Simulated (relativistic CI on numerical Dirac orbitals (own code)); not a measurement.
## Eu XL: q coefficients and field-shift factors

Calculated at this level of theory: Dirac-Coulomb-Breit CI, KLI orbitals optimised for each configuration, derivatives by finite differences, unscaled Slater integrals, QED left out (own radial code, finite nucleus).

Configuration list (outside the closed core [Ne]): 3s²3p⁶3d⁶, 3s²3p⁵3d⁷, 3s²3p⁴3d⁸, 3s3p⁶3d⁷, 3p⁶3d⁸, 3s3p⁵3d⁸, 3s²3p⁶3d⁵4s, 3s²3p⁶3d⁵4p. Levels of other configurations are missing.

With x = (α/α₀)² − 1 an excitation energy changes as ω = ω₀ + qx; K = 2q/ω₀ is the relative enhancement. Terms are leading LS components, so labels can repeat. The field-shift factor is F = δν/δ⟨r²⟩ for the transition from the lowest level.

Lowest level 3s²3p⁶3d⁶ ⁵D4.

| Level | ω₀ (cm⁻¹) | q (cm⁻¹) | K | F (GHz/fm²) |
| --- | --- | --- | --- | --- |
| 3s²3p⁶3d⁶ ³P2 | 47389 | 4326 | 0.183 | -0.224 |
| 3s²3p⁶3d⁶ ³P0 | 140790 | 53990 | 0.767 | 0.961 |
| 3s²3p⁶3d⁶ ⁵D3 | 208217 | 257800 | 2.48 | 3.6 |
| 3s²3p⁶3d⁶ ⁵D4 | 231725 | 227800 | 1.97 | 3.39 |
| 3s²3p⁶3d⁶ ⁵D1 | 237276 | 262200 | 2.21 | 3.61 |
| 3s²3p⁶3d⁶ ³G5 | 284495 | 232800 | 1.64 | 3.6 |
| 3s²3p⁶3d⁶ ³H6 | 285651 | 231300 | 1.62 | 3.69 |
| 3s²3p⁶3d⁶ ³F2 | 322271 | 243800 | 1.51 | 3.25 |
| 3s²3p⁶3d⁶ ³G3 | 330316 | 249300 | 1.51 | 3.71 |
| 3s²3p⁶3d⁶ ³D2 | 405291 | 304900 | 1.5 | 4.6 |
| 3s²3p⁶3d⁶ ³P0 | 406076 | 219900 | 1.08 | 3.3 |
| 3s²3p⁶3d⁶ ³G4 | 412573 | 270700 | 1.31 | 4.34 |
| 3s²3p⁶3d⁶ ³P1 | 417220 | 271300 | 1.3 | 4.1 |

At this charge energies of transitions that change n are usually good to better than 1 %, and those within a shell (Δn = 0) to a few per cent. Terms inside the open d or f shell come out 10 to 20 % too wide with unscaled integrals.
